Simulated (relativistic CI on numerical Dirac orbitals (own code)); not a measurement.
# Ni²⁺: L2,3 absorption edge

Computed with this model: Dirac-Coulomb-Breit CI, KLI orbitals optimised for each configuration, model QED, valence Slater integrals scaled by 0.9, multiplet model of core-to-valence dipole absorption; configurations [Ar] 3d8 → [He] 2s2 2p5 3s2 3p6 3d9; 300 K; Lorentzian 0.6 eV and Gaussian 0.3 eV FWHM. Energies are those of the free ion, without screening or charge transfer. The branching ratio is the share of the lower-energy edge in the whole absorption, uncertain by about 0.02 where the edges overlap. S is read from ⟨S²⟩ = S(S + 1).

Field parameters in Wybourne normalisation: D3d B²₀ = −7Dσ, B⁴₀ = −14Dq − 21Dτ, B⁴₃ = −14√(10/7) Dq; D4h B²₀ = −7Ds, B⁴₀ = 21(Dq − Dt), B⁴₄ = 21√(5/14) Dq; Td as Oh with Dq negative (B⁴₀ = 21Dq, B⁴₄ = √(5/14) B⁴₀). The field is a parameter set, without covalency.

Computed curve for free ion, scaled to 100 at the maximum (points under 2 are left out and the grid is thinned):

```tsv
Energy (eV)	Intensity
851.5	2.1
851.6	2.3
851.8	2.7
851.9	2.9
852.1	3.5
852.2	3.8
852.3	4.3
852.5	5.4
852.6	6.1
852.8	8.1
852.9	9.6
853.0	11.5
853.2	17.5
853.3	22.4
853.4	29.2
853.6	49.9
853.7	61.3
853.9	71.2
854.0	68.2
854.1	64.1
854.3	67.9
854.4	78.1
854.6	100.0
854.7	99.9
854.8	89.3
855.0	55.7
855.1	41.8
855.3	24.6
855.4	19.7
855.5	16.2
855.7	12.0
855.8	10.8
855.9	10.1
856.1	9.8
856.2	10.4
856.4	13.8
856.5	16.8
856.6	20.2
856.8	23.7
856.9	21.9
857.1	14.5
857.2	11.1
857.3	8.6
857.5	5.5
857.6	4.6
857.8	3.4
857.9	3.0
858.0	2.6
858.2	2.1
872.2	2.4
872.3	3.1
872.5	5.6
872.6	7.5
872.8	11.5
872.9	12.2
873.0	11.5
873.2	7.5
873.3	5.5
873.5	3.1
873.6	2.4
```

The ground state has S = 1.00, and the centroid lies at 855.86 eV.
